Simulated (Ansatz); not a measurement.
C₅H₁₃In (SMILES C[CH](C)[In]([CH3])[CH3]), singlet, geometry from GFN2-xTB (such geometries of metal compounds can be far from the true shape) (core potentials on In); PBE/def2-SV(P) (Ansatz, a first-principles code).

Ansatz was given this input:
Ansatz 0.2 input:
```yaml
crystal:
  periodic: [false, false, false]
  atoms:
    - {symbol: In, position_ang: [0.09618979, 0.48170875, 0.15524758]}
    - {symbol: C, position_ang: [1.94400920, 1.40815841, -0.74755507]}
    - {symbol: H, position_ang: [2.68958424, 0.64617707, -0.97052200]}
    - {symbol: H, position_ang: [2.36510319, 2.12347731, -0.04209357]}
    - {symbol: H, position_ang: [1.69604241, 1.93109726, -1.67078023]}
    - {symbol: C, position_ang: [-0.78665460, 1.42031953, 2.00996397]}
    - {symbol: H, position_ang: [-1.85728038, 1.23491404, 2.08511347]}
    - {symbol: H, position_ang: [-0.61159811, 2.49538664, 1.98105064]}
    - {symbol: H, position_ang: [-0.29813276, 1.01326071, 2.89526367]}
    - {symbol: C, position_ang: [-0.82668696, -1.39327314, -0.79413922]}
    - {symbol: C, position_ang: [-1.20409041, -2.38608399, 0.29666997]}
    - {symbol: C, position_ang: [0.15841843, -1.98715235, -1.79014659]}
    - {symbol: H, position_ang: [-1.73623051, -1.09318738, -1.32763459]}
    - {symbol: H, position_ang: [-1.69599389, -3.26518615, -0.12805250]}
    - {symbol: H, position_ang: [-0.31640513, -2.72326885, 0.83571003]}
    - {symbol: H, position_ang: [-1.88755541, -1.92621599, 1.01428876]}
    - {symbol: H, position_ang: [0.42240084, -1.25093229, -2.55293726]}
    - {symbol: H, position_ang: [-0.26763944, -2.86079402, -2.29037627]}
    - {symbol: H, position_ang: [1.07443147, -2.30026779, -1.28492028]}
basis:
  gaussian:
    orbitals: def2-SV_P_.json
hamiltonian:
  xc: pbe
```
The basis file holds def2-SV(P) in the JSON format of the Basis Set Exchange.

Output, abridged:

```
Functional definition: PBE
1756 factors; their error is unknown
mean field evaluation 1: about -10529.0148 eV, gradient 1.0e2 eV
mean field evaluation 2: about -10436.0280 eV, gradient 1.8e2 eV
mean field evaluation 4: about -10556.8455 eV, gradient 1.7e1 eV
mean field evaluation 8: about -10557.5945 eV, gradient 3.7e-1 eV
mean field evaluation 16: about -10557.5359 eV, gradient 5.9e-4 eV
mean field -10557.53587695 eV, -387.9822873229 hartree, gradient 4.5e-5 eV, S^2 0.000000; 0 other end points of the search recorded, 0 dependent functions left out
reference -10557.53592849 eV, -387.9822892172 hartree; 32, 32 occupied and 90, 90 virtual orbitals, 1756 factors
Total energy: -10557.53592849 eV, -387.9822892172 hartree
```
